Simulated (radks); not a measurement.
The selenium ion Se10+, configuration [Ar] 3d5 4s1 (not the ground configuration). Method: Dirac Kohn-Sham, PBE, spin-unpolarised, spherical densities, finite nucleus; open shells fill j = l - 1/2 first; Fermi nuclear charge, rms radius 4.14 fm; computed with a radial shooting solver on a logarithmic mesh with Libxc functionals.

Unscreened Slater integrals over Kohn-Sham orbitals (hartree). Large and small components are both included. Empty in this configuration: 4p1/2.

integral            value
F0(4s1/2,4s1/2)   0.73149
F0(4s1/2,3d5/2)   0.91758
G2(4s1/2,3d5/2)  0.088331
F0(4s1/2,3d3/2)   0.91824
G2(4s1/2,3d3/2)  0.087917
F0(4s1/2,3p3/2)   0.91225
G1(4s1/2,3p3/2)  0.084641
F0(4s1/2,4p1/2)   0.71549
G1(4s1/2,4p1/2)   0.48972
F0(3d5/2,3d5/2)    1.7210
F2(3d5/2,3d5/2)   0.85425
F4(3d5/2,3d5/2)   0.54426
F0(3d5/2,3d3/2)    1.7250
F2(3d5/2,3d3/2)   0.85576
G2(3d5/2,3d3/2)   0.85382
G4(3d5/2,3d3/2)   0.54395
F0(3d5/2,3p3/2)    1.6685
F2(3d5/2,3p3/2)   0.81206
G1(3d5/2,3p3/2)   0.94935
G3(3d5/2,3p3/2)   0.60478
F0(3d5/2,4p1/2)   0.88876
G3(3d5/2,4p1/2)  0.081160
F0(3d3/2,3d3/2)    1.7291
F2(3d3/2,3d3/2)   0.85731
F0(3d3/2,3p3/2)    1.6721
F2(3d3/2,3p3/2)   0.81246
G1(3d3/2,3p3/2)   0.94797
G3(3d3/2,3p3/2)   0.60394
F0(3d3/2,4p1/2)   0.88942
G1(3d3/2,4p1/2)  0.082197
F0(3p3/2,3p3/2)    1.6412
F2(3p3/2,3p3/2)   0.82900
F0(3p3/2,4p1/2)   0.88362
G2(3p3/2,4p1/2)  0.080519
F0(4p1/2,4p1/2)   0.70085
